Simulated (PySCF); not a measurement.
# Radial density of Se+ (selenium, charge +1)

r2SCAN, [Ar] 3d10 4s2 4p3, high-spin 4S determinant. All numbers are calculated (PySCF 2.14, no relativity, point nucleus, in pcseg-2 (6s5p3d1f, 43 functions)).

| r (bohr) | 4πr²ρ (e/bohr) | 4πr²(ρα − ρβ) |
| --- | --- | --- |
| 0.000866 | 0.2408 | 0.0000 |
| 0.00146 | 0.6548 | 0.0000 |
| 0.00245 | 1.731 | 0.0000 |
| 0.00412 | 4.372 | -0.0001 |
| 0.00693 | 10.22 | -0.0001 |
| 0.0117 | 20.98 | 0.0002 |
| 0.0196 | 34.82 | 0.0029 |
| 0.0330 | 41.49 | 0.0168 |
| 0.0555 | 35.21 | 0.0625 |
| 0.0934 | 39.77 | 0.1240 |
| 0.157 | 48.22 | 0.0463 |
| 0.264 | 28.00 | 0.0241 |
| 0.444 | 32.58 | 0.2812 |
| 0.747 | 18.40 | -0.0126 |
| 1.26 | 4.587 | 1.1226 |
| 2.11 | 2.473 | 1.5351 |
| 3.56 | 0.3337 | 0.2619 |
| 5.98 | 0.004546 | 0.0044 |

(1) Where is the radial spin density 4πr²(ρα − ρβ) most negative, and why is it negative at all?

## Answers

(1) Around r = 0.747 bohr, down to -0.0126 e/bohr: exchange with the open shell polarises the paired shells in an unrestricted calculation.
